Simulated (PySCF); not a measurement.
# Sn (tin, neutral) across methods

[Kr] 4d10 5s2 5p1 6s1, high-spin 3P determinant (an excited configuration). Computed with PySCF 2.14 in aug-cc-pwCVTZ-PP with ECP28MDF, with scalar relativity through the core potential.

| method | E (hartree) | mean ε 5s β (eV) | mean ε 5p α (eV) | mean ε 6s α (eV) | Σ⟨r²⟩ (bohr²) | ⟨S²⟩ |
| --- | --- | --- | --- | --- | --- | --- |
| wB97X | -214.1301 | -16.558 | -9.387 | -2.871 | 92.54 | 2.002 |
| B3LYP | -214.1758 | -13.980 | -7.130 | -1.970 | 90.74 | 2.002 |
| LDA | -213.7580 | -13.464 | -6.473 | -1.829 | 89.71 | 2.001 |
| PBE | -214.1007 | -13.075 | -6.427 | -1.815 | 90.83 | 2.002 |
| BHandHLYP | -214.0325 | -14.851 | -8.166 | -2.203 | 91.54 | 2.003 |
| TPSS | -214.0095 | -12.984 | -6.536 | -1.767 | 91.75 | 2.002 |
| UHF | -213.18836 | -15.557 | -9.816 | -2.724 | 93.98 | 2.010 |
| r2SCAN | -214.1711 | -13.321 | -6.799 | -1.775 | 91.22 | 2.005 |

Task: Estimate the same row for PBE0.

Result: E (hartree) = -214.1053; mean ε 5s β (eV) = -13.955; mean ε 5p α (eV) = -7.419; mean ε 6s α (eV) = -2.125; Σ⟨r²⟩ (bohr²) = 91.42; ⟨S²⟩ = 2.003.

Energies and moments cover only the electrons outside the core potential. The outer electron is Rydberg-like, and this basis confines it to a smaller radius and binds it less than a complete one would.
